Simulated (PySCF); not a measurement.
CuF, charge +1, doublet, geometry from GFN2-xTB (such geometries of metal compounds can be far from the true shape) (the multiplicity is a formal guess); PySCF with B3LYP/def2-SVP.

The PySCF input:
```python
from pyscf import gto, scf, dft

mol = gto.M(
    atom='''
Cu   -0.00000000   -0.00000000   -0.40706850
F     0.00000000    0.00000000    1.31166518
''',
    basis='def2-svp',
    charge=1,
    spin=1,
    verbose=4,
)

mf = dft.UKS(mol)
mf.xc = 'b3lyp'
mf.kernel()
mf.analyze()
```

Task: Write the output that PySCF gives for this input, abridged.

Result: 
```
PySCF version 2.14.0

[INPUT] verbose = 4
[INPUT] num. atoms = 2
[INPUT] num. electrons = 37
[INPUT] charge = 1
[INPUT] spin (= nelec alpha-beta = 2S) = 1
[INPUT] symmetry False subgroup None
[INPUT] Mole.unit = angstrom
[INPUT] Symbol           X                Y                Z      unit          X                Y                Z       unit  Magmom
[INPUT]  1 Cu     0.000000000000   0.000000000000  -0.407068500000 AA    0.000000000000   0.000000000000  -0.769247978938 Bohr   0.0
[INPUT]  2 F      0.000000000000   0.000000000000   1.311665180000 AA    0.000000000000   0.000000000000   2.478687957328 Bohr   0.0

nuclear repulsion = 80.3587278571977
number of shells = 17
number of NR pGTOs = 97
number of NR cGTOs = 45
basis = def2-svp
ecp = {}

******** <class 'pyscf.dft.uks.UKS'> ********
method = UKS
initial guess = minao
damping factor = 0
level_shift factor = 0
DIIS = <class 'pyscf.scf.diis.CDIIS'>
diis_start_cycle = 1
diis_space = 8
diis_damp = 0
SCF conv_tol = 1e-09
SCF conv_tol_grad = None
SCF max_cycles = 50
direct_scf = True
direct_scf_tol = 1e-13
number electrons alpha = 19  beta = 18
XC library pyscf.dft.libxc version 7.1.2
    S. Lehtola, C. Steigemann, M. J. T. Oliveira, and M. A. L. Marques,  SoftwareX 7, 1–5 (2018)
XC functionals = b3lyp
    P. J. Stephens, F. J. Devlin, C. F. Chabalowski, and M. J. Frisch,  J. Phys. Chem. 98, 11623 (1994)
radial grids:
    Treutler-Ahlrichs [JCP 102, 346 (1995); DOI:10.1063/1.469408] (M4) radial grids

becke partition: Becke, JCP 88, 2547 (1988); DOI:10.1063/1.454033
pruning grids: <function nwchem_prune>
grids dens level: 3
symmetrized grids: False
atomic radii adjust function: <function treutler_atomic_radii_adjust>
small_rho_cutoff = 0
Set gradient conv threshold to 3.16228e-05
tot grids = 34904
init E= -1739.64980778846

cycle= 1 E= -1738.2095033518  delta_E= 1.44  |g|= 2.08  |ddm|= 1.38

cycle= 2 E= -1730.81925349528  delta_E= 7.39  |g|=  3.9  |ddm|= 3.93
cycle= 3 E= -1738.98094446238  delta_E= -8.16  |g|= 1.37  |ddm|= 3.92
cycle= 4 E= -1739.62695990595  delta_E= -0.646  |g|= 0.492  |ddm|= 1.16
cycle= 5 E= -1739.65333181498  delta_E= -0.0264  |g|= 0.349  |ddm|= 0.218
cycle= 6 E= -1739.69594259076  delta_E= -0.0426  |g|= 0.0366  |ddm|= 0.226
cycle= 7 E= -1739.69459244599  delta_E= 0.00135  |g|= 0.0804  |ddm|= 0.084
cycle= 8 E= -1739.69665017885  delta_E= -0.00206  |g|= 0.0142  |ddm|= 0.0434
cycle= 9 E= -1739.69671484808  delta_E= -6.47e-05  |g|= 0.000709  |ddm|= 0.0103
cycle= 10 E= -1739.69671504733  delta_E= -1.99e-07  |g|= 5.35e-05  |ddm|= 0.000753
cycle= 11 E= -1739.6967150532  delta_E= -5.87e-09  |g|= 1.26e-05  |ddm|= 0.000271
cycle= 12 E= -1739.69671505358  delta_E= -3.75e-10  |g|= 6.54e-06  |ddm|= 6.72e-05
Extra cycle  E= -1739.69671505348  delta_E= 1e-10  |g|= 2.36e-05  |ddm|= 2.7e-05
converged SCF energy = -1739.69671505348  <S^2> = 0.75429225  2S+1 = 2.0042877
**** SCF Summaries ****
Total Energy =                       -1739.696715053477419
Nuclear Repulsion Energy =              80.358727857197749
One-electron Energy =                -2572.178062294650772
Two-electron Energy =                  752.122619383975689
Two-electron Coulomb Energy =          829.479799211788986
DFT Exchange-Correlation Energy =      -77.357179827813255
**** MO energy ****
                             alpha | beta                alpha | beta
MO #1   energy= -323.450074025027  | -323.449971626002  occ= 1 | 1
MO #2   energy= -39.2597587985409  | -39.2467729312874  occ= 1 | 1
MO #3   energy= -34.4841177844817  | -34.4698504212166  occ= 1 | 1
MO #4   energy= -34.4814724136772  | -34.4671076127109  occ= 1 | 1
MO #5   energy= -34.4626801566792  | -34.4594029804126  occ= 1 | 1
MO #6   energy= -24.9820441733881  | -24.9640195722259  occ= 1 | 1
MO #7   energy= -4.72749579299369  | -4.70009137934649  occ= 1 | 1
MO #8   energy= -3.23525813973689  | -3.196144532055    occ= 1 | 1
MO #9   energy= -3.23482556154774  | -3.19565656695668  occ= 1 | 1
MO #10  energy= -3.19423817540779  | -3.18555398405592  occ= 1 | 1
MO #11  energy= -1.42075714960579  | -1.37406588380399  occ= 1 | 1
MO #12  energy= -0.766493351890024 | -0.751409656067615 occ= 1 | 1
MO #13  energy= -0.766066122290482 | -0.709361666288991 occ= 1 | 1
MO #14  energy= -0.723838804113359 | -0.676493819935759 occ= 1 | 1
MO #15  energy= -0.693236820056207 | -0.67560407264258  occ= 1 | 1
MO #16  energy= -0.689812931395841 | -0.653885925383075 occ= 1 | 1
MO #17  energy= -0.689346694242673 | -0.630919188681177 occ= 1 | 1
MO #18  energy= -0.647764627796807 | -0.625711245972082 occ= 1 | 1
MO #19  energy= -0.639955073177746 | -0.510436187867878 occ= 1 | 0
MO #20  energy= -0.388253506276184 | -0.384133566320306 occ= 0 | 0
MO #21  energy= -0.199149802319993 | -0.192312674715316 occ= 0 | 0
MO #22  energy= -0.190624371950843 | -0.190873157020449 occ= 0 | 0
MO #23  energy= -0.109861016480018 | -0.107966221278807 occ= 0 | 0
MO #24  energy= -0.0584937490067023 | -0.055558745459928 occ= 0 | 0
MO #25  energy= 0.645917206546388  | 0.672062575674147  occ= 0 | 0
MO #26  energy= 0.667199687809178  | 0.683594716031447  occ= 0 | 0
MO #27  energy= 0.685647896266464  | 0.689144032170023  occ= 0 | 0

To work with the spin densities directly, `use mulliken_meta_spin()` only printing them here.

 ** Mulliken spin pop alpha/beta on meta-lowdin orthogonal AOs **
 ** Mulliken Spin Density (per AO)  **
spin_pop of  0 Cu 1s       -0.00000
spin_pop of  0 Cu 2s       -0.00000
spin_pop of  0 Cu 3s       -0.00000
spin_pop of  0 Cu 4s       -0.01224
spin_pop of  0 Cu 5s       -0.00110
spin_pop of  0 Cu 2px      -0.00000
spin_pop of  0 Cu 2py      -0.00000
spin_pop of  0 Cu 2pz      -0.00000
spin_pop of  0 Cu 3px       0.00001
spin_pop of  0 Cu 3py       0.00003
spin_pop of  0 Cu 3pz      -0.00000
spin_pop of  0 Cu 4px      -0.00106
spin_pop of  0 Cu 4py       0.00009
spin_pop of  0 Cu 4pz      -0.00071
spin_pop of  0 Cu 3dxy     -0.00015
spin_pop of  0 Cu 3dyz      0.37034
spin_pop of  0 Cu 3dz^2     0.00307
spin_pop of  0 Cu 3dxz      0.08991
spin_pop of  0 Cu 3dx2-y2   -0.00016
spin_pop of  0 Cu 4dxy      0.00018
spin_pop of  0 Cu 4dyz      0.00054
spin_pop of  0 Cu 4dz^2     0.00004
spin_pop of  0 Cu 4dxz      0.00020
spin_pop of  0 Cu 4dx2-y2    0.00018
spin_pop of  0 Cu 4f-3      0.00000
spin_pop of  0 Cu 4f-2      0.00000
spin_pop of  0 Cu 4f-1      0.00001
spin_pop of  0 Cu 4f+0     -0.00000
spin_pop of  0 Cu 4f+1      0.00000
spin_pop of  0 Cu 4f+2      0.00000
spin_pop of  0 Cu 4f+3      0.00000
spin_pop of  1 F 1s       -0.00000
spin_pop of  1 F 2s        0.00201
spin_pop of  1 F 3s       -0.00024
spin_pop of  1 F 2px       0.10640
spin_pop of  1 F 2py       0.43348
spin_pop of  1 F 2pz       0.00931
spin_pop of  1 F 3px       0.00002
spin_pop of  1 F 3py       0.00004
spin_pop of  1 F 3pz      -0.00017
spin_pop of  1 F 3dxy      0.00003
spin_pop of  1 F 3dyz     -0.00001
spin_pop of  1 F 3dz^2    -0.00004
spin_pop of  1 F 3dxz     -0.00001
spin_pop of  1 F 3dx2-y2    0.00002
 ** Mulliken Spin Density (per atom)  **
spin density of  0 Cu =      0.44917
spin density of  1 F =      0.55083
 ** Mulliken pop alpha/beta on meta-lowdin orthogonal AOs **
 ** Mulliken pop       alpha | beta **
In total            19.00000 | 18.00000
 ** Mulliken atomic charges   ( Nelec_alpha | Nelec_beta ) **
charge of  0Cu =      1.26281  (    14.09318     13.64401 )
charge of  1F =     -0.26281  (     4.90682      4.35599 )

WARN: System has nonzero charge 1; the dipole moment is origin-dependent.
Location of origin: [0. 0. 0.]

Dipole moment(X, Y, Z, Debye):  0.00000,  0.00000, -4.04446
```
